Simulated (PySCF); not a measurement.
PbBr3, SMILES [Br][Pb-]([Br])[Br], charge -1. Atoms are numbered in the order given.

```xyz
4

Pb     0.0000     0.0000     0.7052
Br     2.1278     1.2285    -0.5507
Br    -2.1278     1.2285    -0.5507
Br     0.0000    -2.4570    -0.5507
```
Charge -1, spin multiplicity 1.

Coordinates come from a PBE0-D3(BJ)/def2-SVPD optimisation. The isomer is the one that the SMILES or the coordinates give; other isomers of the formula were not compared. The def2 effective core potentials stand for the cores of Pb; spin–orbit coupling is left out.

Calculation: CAM-B3LYP/def2-SVPD run with PySCF.

Gas-phase values at a fixed geometry.

- total energy = -7915.03837 hartree
- point group = C3v
- highest occupied level = -4.44 eV
- lowest empty level = 2.68 eV
- orbital gap = 7.12 eV
- dipole moment about the centre of nuclear charge = 4.76 D
- mean static polarisability = 136.8 bohr³ (20.27 Å³)
- polarisability, principal values = 112.0, 149.2, 149.2 bohr³
